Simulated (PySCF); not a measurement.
Computed Raman spectrum (relative Raman activity) of a molecule C5H7F. Coordinates come from a PBE0-D3(BJ)/def2-SVP optimisation. The values are those of a single conformer. All values below come from PBE0-D3(BJ)/def2-SVP run with PySCF 2.14.0. No scaling factor is applied to the harmonic values.

Lines under 2 % of the strongest are left out, and lines within 2 cm⁻¹ are merged.

```csv
ν (cm⁻¹),relative intensity
742,3.1
943,5.6
1105,2.3
1155,3.4
1196,2.3
1368,2.9
1444,12
1447,5.9
1454,10
1479,7.9
1841,18
3044,74
3061,51
3073,100
3119,80
3135,47
3163,32
```

**Question.** Pick the molecule that these values belong to.
A. C=C(C)/C=C\F
B. CCC=C=CF
C. C=C[C@@H]1C[C@@H]1F
D. CC1=C(F)CC1

**Answer.** D, CC1=C(F)CC1
